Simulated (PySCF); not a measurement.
MgO, SMILES [O]=[Mg]. Atoms are numbered in the order given.

```xyz
2

Mg     0.0000     0.0000    -0.6952
O      0.0000     0.0000     1.0428
```
Charge 0, spin multiplicity 1.

Geometry: r2SCAN-D4/def2-TZVPD.

These are CAM-B3LYP/def2-TZVPD in PySCF values and carry that method's errors.

The molecule is in vacuum.

Computed frontier levels, gap, dipole moment and polarisability:
The highest occupied level is -7.53 eV. The lowest empty level is -2.82 eV and the orbital gap is 4.71 eV. The dipole moment is 7.99 D, the quadrupole, principal values (traceless, Buckingham form, about the centre of nuclear charge) comes out as -0.37, -0.37, 0.74 D·Å and the mean static polarisability is 51.8 bohr³ (7.67 Å³). The polarisability, principal values comes out as 42.9, 42.9, 69.5 bohr³.
